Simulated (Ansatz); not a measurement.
Calculated with Ansatz (gas phase, PBE0-D4/def2-TZVP geometries, no zero-point term in ΔE). CCSD(T)/CBS is the MP2 limit (def2-TZVPP, def2-QZVPP) plus CCSD(T) − MP2 in def2-TZVPP, frozen cores. This one scheme is used for every species. Functionals use def2-TZVPP. def2 core potentials past Kr. For I outer-core shells are correlated without core-valence functions, which leaves a few kJ/mol of doubt a bond.

`B[SiH2]Cl` + HI → `Cl[SiH2]I` + BH₃  (cleavage of the Si–B bond)

```csv
level,ΔE (kJ/mol)
CAM-B3LYP-D4,-94.0
BLYP,-88.3
```

Q: What does CCSD(T)/CBS give? (Best estimate.)

A: The calculation gave: -102.6 kJ/mol. The listed levels differ from it by 8.6, 14.3 kJ/mol.

Q: What do rigid-rotor, harmonic-oscillator terms from PBE0-D4/def2-TZVP frequencies (298.15 K, 1 bar) make of the CCSD(T)/CBS value? (Estimate.)

A: Ansatz gave: ΔZPE = +6.3 kJ/mol, ΔH = -97.1 kJ/mol, ΔS = -9 J/(mol·K), ΔG = -94.3 kJ/mol.

Largest T1 diagnostic among the species: 0.010.

From BLYP to BHLYP (50 % exact exchange), in def2-TZVPP and without D4, ΔE moves by −9.8 kJ/mol. Leaving LDA and LC-ωPBE aside and taking each functional with its dispersion term where it has one, the values, not all of them listed here, spread over 17.7 kJ/mol, from BHLYP-D4 to B97M-V. LDA lies +4.9 kJ/mol from PBE without D4. At CCSD(T), def2-SVP lies +17.3 kJ/mol from the extrapolated value and def2-TZVPP +8.9 kJ/mol.
